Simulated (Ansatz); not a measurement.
Cost against result

Saddle point of AlH3Cl2O2, closed shell (AlH₃Cl₂O₂ ([OH][OH][AlH]([Cl])[Cl]) → AlHCl₂O₂ ([Cl][Al]1([Cl])[O][OH]1) + H₂; bonds formed: Al1–O7, H2–H5; dative contacts that become bonds: Al1–O6; bonds broken: Al1–H2, H5–O6), PBE0-D4/def2-TZVP structure:

Al1  (-0.349, -0.931, 0.278)
H2  (-1.717, 0.132, 0.082)
Cl3  (0.001, -2.059, -1.434)
Cl4  (-0.271, -1.791, 2.173)
H5  (-0.883, 0.783, -0.033)
O6  (0.324, 0.802, 0.205)
O7  (1.230, 1.149, -0.835)
H8  (1.665, 1.914, -0.436)
(Å)

Barriers are electronic and count from the start structure reached by relaxing down the imaginary mode.

Ansatz 0.2.0; basis: as named in each row; cores frozen in the correlated methods. B3LYP uses VWN-RPA correlation. Extrapolation: Hartree–Fock as exp(−7.88 √X), correlation as X^−2.97.

Times are rough, for one single point on 4 threads of a shared host (Arm Neoverse V2).

The estimate by CCSD(T) at an estimated basis limit (MP2 extrapolated from triple and quadruple zeta, plus CCSD(T) − MP2 in triple zeta) is 1.075 eV.

```
      method       basis  time (s)  barrier (eV)  method less estimate
          HF      STO-3G   under 1         2.447                 1.372
      PBE-D4      STO-3G   under 1         1.213                 0.138
       SPW92    def2-SVP   under 1         0.771                -0.304
    B3LYP-D4       6-31G   under 1         1.234                 0.159
      PBE-D4    def2-SVP   under 1         0.816                -0.259
     PBE0-D4    def2-SVP         1         0.993                -0.082
       SPW92  def2-TZVPP         1         0.776                -0.299
      PBE-D4  def2-TZVPP         2         0.810                -0.265
     BLYP-D4  def2-TZVPP         2         0.854                -0.221
    BHLYP-D4  def2-TZVPP         2         1.167                 0.092
    B3LYP-D4  def2-TZVPP         3         0.977                -0.098
     CCSD(T)    def2-SVP         3         1.089                 0.014
     PBE0-D4  def2-TZVPP         3         0.971                -0.104
CAM-B3LYP-D4  def2-TZVPP         3         1.031                -0.044
   r2SCAN-D4  def2-TZVPP         4         0.864                -0.211
  RPA on PBE  def2-TZVPP         4         1.035                -0.040
     wB97M-V    def2-SVP         4         1.081                 0.006
  r2SCAN0-D4  def2-TZVPP         4         1.001                -0.074
      B2PLYP  def2-TZVPP         5         0.996                -0.079
    PBE-QIDH  def2-TZVPP         5         1.056                -0.019
     wB97X-V  def2-TZVPP         6         1.067                -0.008
      B97M-V  def2-TZVPP         8         1.001                -0.074
     wB97M-V  def2-TZVPP         8         1.075                 0.000
         MP2  def2-QZVPP        15         1.004                -0.071
     CCSD(T)  def2-TZVPP       100         1.069                -0.006
```

All methods are single points on the PBE0-D4 structures.

The T1 diagnostic stays at or below 0.013.

Labels in which every atom is bracketed show which atoms are joined, not bond orders.
